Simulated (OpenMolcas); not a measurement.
**Ba+: input and output**

Input:

```
&GATEWAY
Coord
1

Ba 0.0 0.0 0.0
Basis=ANO-R3
Group=XYZ
NoMove
AngMom=0.0 0.0 0.0
AMFI
&SEWARD
* reference wave functions (RASSCF and RASSI steps not shown): 1 electron in 4 orbitals (6s 6p)
>>> COPY JOB001 $Project.JobIph
&CASPT2
Multistate=1 1
Frozen=14 9
IPEA=0.25
Imaginary=0.1
MaxIter=60
WThr=0.0 0.3 0.05
PrWF=0.5
NoMix
>>> COPY JOB002 $Project.JobIph
&CASPT2
XMultistate=3 1 2 3
Frozen=14 9
IPEA=0.25
Imaginary=0.1
MaxIter=60
WThr=0.0 0.3 0.05
PrWF=0.5
NoMix
```

Output, cut to the results:

```
--- CASPT2 ---
Orbital specifications:
      -----------------------

      Symmetry species                           1   2
                                                ag  au
      Frozen orbitals                           14   9
      Inactive orbitals                          1   3
      Active orbitals                            1   3
      Secondary orbitals                        31  38
      Deleted orbitals                           0   0
      Number of basis functions                 47  53
Type of calculation                        SS-CASPT2
      Fock operator                              state-specific
      IPEA shift                                 0.25
      Real shift                                 0.00
      Imaginary shift                            0.10
      The input orbitals will be transformed to quasi-canonical
Reference energy:       -8131.5064070712
      E2 (Non-variational):      -0.1982554537
      Shift correction:          -0.0002494746
      E2 (Variational):          -0.1985049284
      Total energy:           -8131.7049119995
      Residual norm:              0.0000006575
      Reference weight:           0.93977
      Contributions to the CASPT2 correlation energy
      Active & Virtual Only:         -0.0000000000
      One Inactive Excited:          -0.0199662144
      Two Inactive Excited:          -0.1782892393
::    CASPT2 Root  1     Total energy:  -8131.70491200
--- CASPT2 ---
Orbital specifications:
      -----------------------

      Symmetry species                           1   2
                                                ag  au
      Frozen orbitals                           14   9
      Inactive orbitals                          1   3
      Active orbitals                            1   3
      Secondary orbitals                        31  38
      Deleted orbitals                           0   0
      Number of basis functions                 47  53
Type of calculation                        XMS-CASPT2
      Fock operator                              state-average
      IPEA shift                                 0.25
      Real shift                                 0.00
      Imaginary shift                            0.10
      The input orbitals will be transformed to quasi-canonical
      The input states will be rotated to diagonalize the Fock operator
Reference energy:       -8131.4066663596
      E2 (Non-variational):      -0.1893365724
      Shift correction:          -0.0002249872
      E2 (Variational):          -0.1895615596
      Total energy:           -8131.5962279192
      Residual norm:              0.0000000238
      Reference weight:           0.94403
      Contributions to the CASPT2 correlation energy
      Active & Virtual Only:         -0.0000000000
      One Inactive Excited:          -0.0112588119
      Two Inactive Excited:          -0.1780777605
Reference energy:       -8131.4066663596
      E2 (Non-variational):      -0.1893330397
      Shift correction:          -0.0002249743
      E2 (Variational):          -0.1895580140
      Total energy:           -8131.5962243737
      Residual norm:              0.0000000238
      Reference weight:           0.94403
      Contributions to the CASPT2 correlation energy
      Active & Virtual Only:         -0.0000000000
      One Inactive Excited:          -0.0112590316
      Two Inactive Excited:          -0.1780740082
::    XMS-CASPT2 Root  1     Total energy:  -8131.59622792
::    XMS-CASPT2 Root  2     Total energy:  -8131.59622481
::    XMS-CASPT2 Root  3     Total energy:  -8131.59622437
```

In XMS-CASPT2 the single-state energies belong to rotated reference states; over a whole degenerate manifold the rotation is arbitrary, and only the multistate roots count.

Levels above the lowest, from the spin-orbit matrix with the multistate effective Hamiltonian, averaged by term, added to it:

| Configuration | Term | J | E (cm-1) | Measured (cm-1) | g | Term weight % |
| --- | --- | --- | --- | --- | --- | --- |
| 6s | 2S | 1/2 | 0.0 | 0.0 | 2.002 | 100 |
| 6p | 2P* | 1/2 | 22727 | 20262 | 0.666 | 100 |
| 6p | 2P* | 3/2 | 24417 | 21952 | 1.334 | 100 |

Against the 2 measured excited levels shown (NIST Handbook of Basic Atomic Spectroscopic Data) the mean absolute deviation is 2500 cm-1; the largest miss in energy is 6p 2P* 1/2: computed 22727, measured 20262 cm-1 (+12.2 %).

ANO sets are built for ground and valence states and can reach diffuse excited orbitals poorly. With one active electron, CASPT2 adds the correlation within the correlated inactive shells and between them and that electron, and leaves the splitting within a term as the reference gives it. The ANO-R sets hold no well-fitted valence p shell for this element, so s → p excitations can come out far too high. Computed and measured levels are paired by configuration, term and J; levels that our copy of the source lacks, or whose pairing is in doubt (as where it misses far off the trend of its configuration), stay unpaired and out of the deviations. Levels of configurations outside the active space are missing.

The term weight is that of the spin-free term in the level, not the purity of its configuration. * marks odd parity.
